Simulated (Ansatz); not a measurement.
Calculated with Ansatz (gas phase, PBE0-D4/def2-TZVP geometries, no zero-point term in ΔE). CBS: MP2 limit from def2 TZ/QZ plus the TZ coupled-cluster correction, frozen cores. Functionals use def2-TZVPP. def2 core potentials past Kr. For Cd outer-core shells are correlated without core-valence functions, which leaves a few kJ/mol of doubt a bond. One conformer a species, not always the lowest.

`CB(S)O[SiH3]` + `[OH][Cd][F]` → `C[O][Cd][F]` + `[SiH3]OBS`  (substitution at a C–B bond)

`CB(S)O[SiH3]`:

Z-matrix (Å, degrees):
```
C
B 1 1.566
H 1 1.091 2 114.2
H 1 1.095 2 109.7 3 121.9
H 1 1.095 2 109.6 3 -121.8
S 2 1.821 1 117.7 3 0.3
O 2 1.358 1 119.2 3 -179.7
H 6 1.344 2 98.6 1 -179.3
Si 7 1.642 2 142.0 1 -176.4
H 9 1.488 7 111.4 2 -17.8
H 9 1.483 7 108.8 2 102.6
H 9 1.481 7 107.8 2 -137.8
```

`[OH][Cd][F]`:

```xyz
4

O    -0.554    0.774   -0.999
Cd    0.128   -0.138    0.586
F     0.749   -0.948    2.222
H    -0.324    0.312   -1.809
```

`C[O][Cd][F]`:

Cartesian coordinates in Å:
```
C 0.958 -0.438 0.382
O -0.388 -0.752 0.143
Cd -1.637 0.559 -0.591
F -2.971 1.753 -1.310
H 1.505 -0.156 -0.529
H 1.091 0.367 1.117
H 1.443 -1.333 0.788
```

`[SiH3]OBS`:

```xyz
9

Si   -0.424   -0.351   -1.277
O    -0.436   -0.668    0.338
B     0.046   -0.215    1.513
S     1.115    1.227    1.729
H    -1.808   -0.026   -1.693
H     0.471    0.794   -1.596
H     0.058   -1.564   -1.975
H    -0.236   -0.791    2.522
H     1.214    1.594    0.439
```

| level | ΔE (kJ/mol) |
| --- | --- |
| r2SCAN0-D4 | 116.4 |
| ωB97X-V | 109.4 |
| CCSD(T)/def2-SVP | 95.2 |
| CCSD(T)/def2-TZVPP | 112.3 |

(1) What does CCSD(T)/CBS give? (An estimate is asked.)

Largest T1 diagnostic among the species: 0.018.

## Answers

(1) Computed: +117.7 kJ/mol. The listed levels differ from it by -1.3, -8.3, -22.5, -5.4 kJ/mol.

From BLYP to BHLYP (50 % exact exchange), in def2-TZVPP and without D4, ΔE moves by +7.2 kJ/mol. Leaving LDA and LC-ωPBE aside and taking each functional with its dispersion term where it has one, the values, not all of them listed here, spread over 12.7 kJ/mol, from BLYP-D4 to r2SCAN0-D4. LDA lies +7.4 kJ/mol from PBE without D4.
